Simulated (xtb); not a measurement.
GaN, triplet, from a rough starting geometry (GFN-xTB shapes and energies of metal compounds can be far from the true ones).

xtb was given this input:
```
$ xtb mol.xyz --gfn 2 --uhf 2 --opt vtight --json

# file mol.xyz
2

Ga     0.05328427    -0.05170696    -0.87812553
N     -0.07223414     0.02832879     0.90755236
```

**Question.** What does this run give for the dipole moment, total energy at the end of the optimisation?

**Answer.** 
```json
{
 "dipole_moment": "4.69 D",
 "total_energy_at_the_end_of_the_optimisation": "-3.9672 Eh"
}
```
